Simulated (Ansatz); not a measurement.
Wavefunction ladder for `C[O][Sn]([NH2])([NH2])[NH2]`

Cartesian coordinates in Å:
```
C -0.6991 0.7575 2.1442
O -0.8851 -0.2852 1.2176
Sn 0.1157 -0.3060 -0.4641
N 0.1139 -2.2682 -0.9319
N 1.9927 0.3161 -0.1401
N -0.7666 1.0535 -1.6694
H -1.1888 0.4751 3.0813
H -1.1476 1.6988 1.7997
H 0.3609 0.9436 2.3580
H -0.2392 -2.4659 -1.8594
H -0.4449 -2.7943 -0.2702
H 2.7026 -0.3708 -0.3515
H 2.2368 1.1987 -0.5658
H -0.3820 1.1066 -2.6034
H -1.7692 0.9406 -1.7449
```

Total charge 0; spin multiplicity 1. Correlated methods include outer-core shells of Sn, which these sets cover unevenly. Sn takes the def2 core potential. The geometry is a stationary point of PBE0-D4/def2-TZVP. It is one conformer, not always the lowest. Frozen core, restricted reference, Ansatz.

```
     basis     HF (Eh)  MP2 corr.  CCSD corr.  (T)  CCSD(T) total
  def2-SVP  -494.45253   -0.96351    -1.01562    ?              ?
def2-TZVPP  -494.82198          ?           –    –              –
def2-QZVPP           ?          ?           –    –              –
```

Problem. Fill in the withheld values. (Best estimate.)

Solution. Ansatz gave: def2-SVP (T): -0.02748; def2-SVP CCSD(T) total: -495.49563; def2-TZVPP MP2 corr.: -1.39418; def2-QZVPP HF (Eh): -494.83885; def2-QZVPP MP2 corr.: -1.68535.
